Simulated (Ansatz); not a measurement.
Species: ZrF3 (charge +1, singlet). 
Geometry from a B3LYP-D3(BJ)/def2-TZVP (Ansatz, a quantum-chemistry and plane-wave program) optimisation:
SMILES: [F][Zr+]([F])[F]
```xyz
4

Zr     0.0186     0.2285     0.0750
F      1.7148    -0.4480    -0.2093
F     -0.8476    -0.7594     1.3748
F     -0.9498     0.1919    -1.4987
```
Charge +1, spin multiplicity 1.

Basis-set convergence of Hartree-Fock and MP2 correlation energies (hartree) with Ansatz. Valence correlation only, unless marked. No spin-orbit coupling. Frozen are the shells of the preceding noble gas and the d and f shells that filled before the atom's block. Past Kr the def2 sets carry scalar-relativistic core potentials.

```
basis       functions       E(HF)  E(corr, MP2)
----------  ---------  ----------  ------------
def2-SVP           73  -344.53782      -0.66836
def2-TZVPP        149           …             …
```

Q: Fill in the missing entries.

A: 
- def2-TZVPP, E(HF): -344.93877
- def2-TZVPP, E(corr, MP2): -0.86749
